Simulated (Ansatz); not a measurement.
The same path of ClF3H2SZr (8 atoms, charge 0, multiplicity 1) was run twice with different band settings.

Computed with RKS PBE/def2-SVP (Ansatz 0.2.0).

Relaxed end points:

```xyz
8
Properties=species:S:1:pos:R:3
Zr 0.021 0.050 0.042
Cl 0.364 -0.050 2.402
F 1.807 -0.079 -0.608
F -0.501 1.744 -0.672
F -0.757 -1.495 -0.788
S -2.893 0.169 0.903
H -3.137 -1.148 0.654
H -2.664 -0.062 2.226
```

```xyz
8
Properties=species:S:1:pos:R:3
Zr -0.179 0.438 -0.019
Cl -0.234 1.857 1.895
F 0.338 -1.379 0.308
F 1.353 1.086 -0.950
F -1.533 0.675 -1.355
S -2.647 -0.579 1.327
H -2.818 -1.725 0.607
H -2.039 -1.246 2.347
```

Common settings: movable images 9; climbing image yes; optimiser quadratic models (default); start path through a guess of the saddle point; force threshold 0.05 eV/Å; iteration limit 60; end points relaxed.

| run | spring |
| --- | --- |
| 1 | 5.0 eV/Å² |
| 2 | 20.0 eV/Å² |

Problem. What does each run give, and how far can it be trusted?

Solution. Run 1: converged after 17 iterations, highest image 0.235 eV above the first end. A vibrational analysis at the climbing image gives one clearly imaginary mode, 48i cm⁻¹: a first-order saddle point.
Run 2: converged after 25 iterations, highest image 0.235 eV above the first end. Another band between the same ends (9 images) ends at a top of the same energy, where a vibrational analysis finds 1 clearly imaginary mode.
